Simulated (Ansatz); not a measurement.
Reaction (formal exchange of groups at the Si–O bond): `CO[SiH](F)O[SiH3]` + `CO[SiH2]Cl` → `CO[SiH]([SiH3])Cl` + `CO[SiH](O)F`

Calculated with Ansatz (gas phase, PBE0-D4/def2-TZVP geometries, no zero-point term in ΔE). CCSD(T)/CBS adds triple-zeta CCSD(T) − MP2 to the extrapolated MP2 energy (def2 sets, frozen cores). DFT in def2-TZVPP. One conformer a species, not always the lowest.

```csv
level,ΔE (kcal/mol)
r2SCAN-D4,23.9
r2SCAN,23.9
```

(1) What does CCSD(T)/CBS give? (Best estimate.)

Largest T1 diagnostic among the species: 0.012.

## Answers

(1) Ansatz gave: +25.7 kcal/mol. The listed levels differ from it by -1.8, -1.8 kcal/mol.

In def2-TZVPP, CCSD(T) changes the Hartree–Fock value by −6.9 kcal/mol (the triples alone add −1.0 kcal/mol) and MP2 by −5.3 kcal/mol. From PBE to PBE0 (25 % exact exchange), in def2-TZVPP and without D4, ΔE moves by +2.3 kcal/mol.
